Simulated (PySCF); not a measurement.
## Se⁻ (selenium, charge -1) across methods

[Ar] 3d10 4s2 4p5, 2P determinant. Calculation: PySCF 2.14, in aug-cc-pVTZ-PP with one added diffuse shell each of s, d, f type with ECP10MDF (7s5p5d3f, 68 functions); scalar relativity through the core potential. The B2PLYP total includes its PT2 part (frozen core); its orbital energies are those of the SCF part.

```tsv
method	E (hartree)	mean ε 4s β (eV)	mean ε 4p α (eV)	mean ε 4p β (eV)	Σ⟨r²⟩ (bohr²)	⟨S²⟩
LDA	-372.6608	-9.434	0.272	0.882	58.56	0.752
r2SCAN	-373.0800	-9.385	0.137	0.848	57.11	0.757
r2SCANh	-373.0793	-9.980	-0.250	0.488	56.87	0.757
BP86	-373.3645	-9.275	0.265	0.862	58.50	0.754
B2PLYP	-372.8103	-12.224	-1.537	-0.738	57.28	0.756
PBE	-373.1981	-9.100	0.373	1.002	58.63	0.754
PBE0	-373.1683	-10.655	-0.644	0.074	57.23	0.755
CAM-B3LYP	-373.1877	-12.369	-1.830	-1.157	57.37	0.754
```

Q: Estimate the same row for UHF.

A: E (hartree) = -371.89677; mean ε 4s β (eV) = -14.585; mean ε 4p α (eV) = -3.243; mean ε 4p β (eV) = -2.147; Σ⟨r²⟩ (bohr²) = 56.56; ⟨S²⟩ = 0.762.

Energies and moments cover only the electrons outside the core potential.

The highest occupied level is positive at LDA, r2SCAN, r2SCANh, BP86, PBE, PBE0: only the finite basis holds that electron, which in a density functional comes from self-interaction.
